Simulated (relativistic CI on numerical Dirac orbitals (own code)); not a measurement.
## Nd28+: computed level list

These numbers are calculated, not measured: Dirac-Coulomb-Breit CI, KLI orbitals optimised for each configuration, model QED (radiative potential, 1s self-energy scaled to tabulated hydrogen-like ionisation energies), unscaled Slater integrals (own radial code, finite nucleus).

Configurations in the expansion (outside the closed core [Ar] 3d10): 4s2 4p2, 4s 4p3, 4s2 4p 4d, 4p4, 4s 4p2 4d, 4s2 4p 4f, 4s 4p2 4f, 4p3 4d, 4s 4p 4d2, 4s2 4d 4f, 4p3 4f, 4s2 4p 5s, 4p2 4d 4f, 4p3 5s, 4s2 4p 5p, 4s 4p 4f2, 4s 4p 4d 5s, 4s2 4f 5s, 4s 4p2 5s, 4s2 4p 5d, 4s 4p2 5p, 4s2 4p 5f, 4s2 4p 5g, 4s 4p2 5d, 4p2 4f 5s, 4s2 4p 6s, 4s 4p2 5f, 4s2 4d2, 4s 4d3, 4s 4d2 4f, 4p2 4d2, 4p 4d3, 4p 4d2 4f, 4p 4d2 5s, 4s2 4f2, 4s 4d 4f2, 4s 4f3, 4p2 4f2, 4p 4d 4f2, 4p 4f3, 4p 4f2 5s, 4s 4p 4d 4f, 4s 4d 4f 5s, 4s2 4d 5s, 4s 4d2 5s, 4p2 4d 5s, 4p 4d 4f 5s, 4p 4d 5s2, 4s 4p 4f 5s, 4s 4f2 5s, 4s 4f 5s2, 4s2 5s2, 4s 4d 5s2. Double excitations out of closed p, d and f shells are left out; levels of such configurations are missing from the list, as are those of other unlisted configurations, and high levels can miss mixing partners. These lack a partner that the ground configuration has and come out too high: 4s 4p2 5p, 4s 4p2 5d, 4s 4p2 5f, 4s2 4p 5p, 4s2 4p 5d.

The lowest level is 4s2 4p2 3P_0, with 74 % of that term; Hund's rules for 4s2 4p2 give 3P with J = 0, in agreement.

```tsv
No.	Configuration	Term	J	E (cm⁻¹)	%	Next component (%)	Lifetime (s)
1	4s2 4p2	3P	0	0	74	25 1S	
2	4s2 4p2	3P	1	218085	99	1 4s 4p2 4d 3P	7.24e-06
3	4s2 4p2	1D	2	243390	58	41 3P	6.15e-04
4	4s2 4p2	3P	2	480409	58	40 1D	3.63e-06
5	4s2 4p2	1S	0	537628	73	25 3P	2.23e-06
6	4s 4p3(4S°)	5S°	2	717837	49	35 3P°	1.32e-10
7	4s 4p3(2D°)	3D°	1	807739	48	22 3P°	1.31e-11
8	4s 4p3(2D°)	3D°	2	920980	50	36 5S°	7.69e-11
9	4s 4p3(2D°)	3D°	3	969303	92	6 4s2 4p 4d 3D°	7.65e-11
10	4s 4p3(2P°)	3P°	0	1021555	95	4 4s2 4p 4d 3P°	1.70e-11
11	4s 4p3(2D°)	1D°	2	1029170	34	23 4s2 4p 4d 3F°	3.08e-11
12	4s 4p3(2P°)	3P°	1	1045986	49	24 3D°	9.09e-12
13	4s 4p3(4S°)	3S°	1	1094432	40	31 1P°	3.41e-12
14	4s2 4p 4d	3F°	2	1108496	60	19 4s 4p3 1D°	9.63e-12
15	4s2 4p 4d	3F°	3	1178786	74	11 1F°	1.05e-11
16	4s2 4p 4d	3D°	1	1194028	45	22 1P°	1.77e-12
17	4s2 4p 4d	3P°	2	1199377	36	27 3D°	3.52e-12
18	4s 4p3(2P°)	3P°	2	1242513	34	27 1D°	1.33e-11
19	4s 4p3(2P°)	1P°	1	1334937	35	28 3S°	3.00e-12
20	4s2 4p 4d	3F°	4	1370855	98	1 4p3 4d 3F°	8.09e-06
21	4s2 4p 4d	3D°	2	1384239	41	35 1D°	2.04e-12
22	4s2 4p 4d	3P°	0	1396137	94	4 4s 4p3 3P°	2.44e-12
23	4s2 4p 4d	3D°	3	1403035	49	24 3F°	2.08e-12
24	4s2 4p 4d	3P°	1	1422381	58	16 3D°	2.33e-12
25	4s2 4p 4d	3P°	2	1452229	41	22 3D°	2.82e-12
26	4s2 4p 4d	1F°	3	1499082	64	32 3D°	2.11e-12
27	4s2 4p 4d	1P°	1	1526238	69	13 3D°	2.64e-12
28	4p4	3P	2	1549318	43	18 1D	1.77e-11
29	4s 4p2(3P)<4P> 4d	5F	1	1570497	60	26 3D	5.82e-11
30	4s 4p2(3P)<4P> 4d	5F	2	1600304	40	17 3D	1.47e-11
31	4p4	1S	0	1631153	46	38 3P	7.27e-12
32	4s 4p2(3P)<4P> 4d	5D	3	1649239	32	29 5F	1.45e-11
33	4s 4p2(3P)<4P> 4d	3F	2	1734986	54	16 1D	8.10e-12
34	4s 4p2(3P)<4P> 4d	5D	1	1747393	44	21 3P	5.36e-11
35	4s 4p2(3P)<4P> 4d	5D	0	1754092	89	9 3P	7.86e-11
36	4s 4p2(3P)<4P> 4d	5F	2	1758884	37	20 5D	2.08e-11
37	4s 4p2(3P)<4P> 4d	5F	3	1769215	48	30 3F	3.71e-11
38	4s 4p2(3P)<4P> 4d	5F	4	1789922	73	14 5D	4.62e-10
39	4p4	3P	1	1792904	52	27 4s 4p2 4d 5D	8.48e-12
40	4p4	1D	2	1796359	35	24 3P	8.87e-12
41	4s 4p2(3P)<4P> 4d	5D	4	1806779	45	41 3F	3.18e-10
42	4s 4p2(1D)<2D> 4d	3F	2	1845108	51	23 5D	8.72e-12
43	4s 4p2(3P)<4P> 4d	5F	5	1846161	62	37 3G	2.14e-10
44	4s 4p2(3P)<4P> 4d	5P	3	1853402	50	28 3F	3.35e-12
45	4s 4p2(3P)<4P> 4d	5P	2	1880729	54	18 3P	2.11e-12
46	4s 4p2(1D)<2D> 4d	3G	3	1881198	57	16 1F	1.23e-11
47	4s 4p2(3P)<4P> 4d	5P	1	1885523	59	18 3P	2.07e-12
48	4s 4p2(3P)<4P> 4d	5D	3	1891841	35	22 3F	6.30e-12
49	4s 4p2(3P)<4P> 4d	3P	2	1891873	52	21 3F	4.19e-12
50	4s 4p2(3P)<2P> 4d	3D	1	1896959	30	26 1P	3.62e-12
51	4s 4p2(1D)<2D> 4d	1G	4	1935147	24	24 3F	8.58e-12
52	4s 4p2(1D)<2D> 4d	3D	1	1948789	75	12 3P	2.55e-12
53	4s 4p2(1D)<2D> 4d	3G	4	1953194	33	30 1G	1.94e-11
54	4s 4p2(3P)<4P> 4d	3D	3	1957242	55	35 3F	2.87e-12
55	4s 4p2(3P)<2P> 4d	3D	3	1958767	37	24 3F	4.84e-12
56	4s 4p2(3P)<2P> 4d	3F	2	1981471	43	20 3D	2.06e-12
57	4s 4p2(3P)<4P> 4d	3D	1	1981700	72	15 1P	5.04e-12
58	4s 4p2(1D)<2D> 4d	3P	0	1985106	87	6 4s2 4d2 3P	2.64e-12
59	4s 4p2(3P)<4P> 4d	3P	0	2010277	65	14 4p4 1S	3.41e-12
60	4s 4p2(3P)<2P> 4d	3F	3	2012417	38	30 1F	3.56e-12
61	4s 4p2(3P)<4P> 4d	3F	2	2013980	34	34 3D	3.37e-12
62	4s 4p2(1D)<2D> 4d	3P	1	2019455	42	30 3S	3.16e-12
63	4s 4p2(3P)<2P> 4d	3D	2	2025458	61	11 1D	3.23e-12
64	4s 4p2(3P)<4P> 4d	3P	1	2042436	27	25 1P	1.79e-12
65	4s 4p2(1D)<2D> 4d	3D	2	2047605	34	29 3P	1.96e-12
66	4s 4p2(1D)<2D> 4d	1S	0	2056818	40	38 4p4 3P	5.15e-12
67	4s 4p2(1D)<2D> 4d	3F	4	2066214	47	28 5D	1.78e-11
68	4s 4p2(1D)<2D> 4d	3G	5	2084013	58	38 5F	4.84e-11
69	4s 4p2(1D)<2D> 4d	3D	3	2093748	40	21 3F	2.20e-12
70	4s 4p2(1D)<2D> 4d	3D	2	2094588	27	20 5P	2.14e-12
```

Energies count from the lowest computed level; ° marks odd parity; lifetimes are radiative, by E1, M1, E2, M2, E3 decay to levels of this space only. Percentages are summed over parent terms; the parents shown are those of the largest component, closed shells are left out there, and <> holds an intermediate term.

The mean weight of the leading LS term, summed over parents, in these 70 levels is 53 %, and that of the leading jj configuration (from the same eigenvectors) 73 %, so jj coupling describes them better and the LS labels are nominal.

At this charge energies of transitions that change n are usually good to better than 1 %, and those within a shell (Δn = 0) to a few per cent.

LS names give the leading component of a level, which can be under half, so a name can repeat, a term be missing and a line seem to break the LS rules.
